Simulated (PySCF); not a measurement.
F3H4NSi2.

```xyz
10

F      0.3838     1.6969    -1.2742
Si     0.0262     0.7890     0.0000
F     -1.5567     0.5185     0.0000
F      0.3838     1.6969     1.2742
N      0.7880    -0.7204     0.0000
Si     0.0008    -2.3011     0.0000
H      1.8051    -0.7338     0.0000
H      1.0995    -3.3048     0.0000
H     -0.8490    -2.4792    -1.2086
H     -0.8490    -2.4792     1.2086
```
Charge 0, spin multiplicity 1.

Geometry optimised at B3LYP-D3(BJ)/def2-SVP. The values are those of a single conformer.

Calculation: PBE/pcSseg-1 run with PySCF. Non-relativistic, no solvent.

### Question
Give the absolute GIAO shielding of each atom: isotropic value and principal components (ppm). (The exact figures need the calculation; the answer reports its results.)

### Answer

```tsv
atom	σ(iso)	σ11	σ22	σ33	span
F1	306.1	254.2	268.4	395.7	141.5
Si2	409.1	384.3	402.5	440.6	56.3
F3	325.6	274.9	292.3	409.6	134.7
F4	306.1	254.2	268.4	395.7	141.5
N5	251.8	227.3	231.1	297.0	69.7
Si6	385.3	337.6	369.9	448.5	110.9
H7	30.8	22.3	27.8	42.4	20.2
H8	26.5	23.4	24.8	31.5	8.2
H9	26.3	22.7	24.8	31.5	8.8
H10	26.3	22.7	24.8	31.5	8.8
```
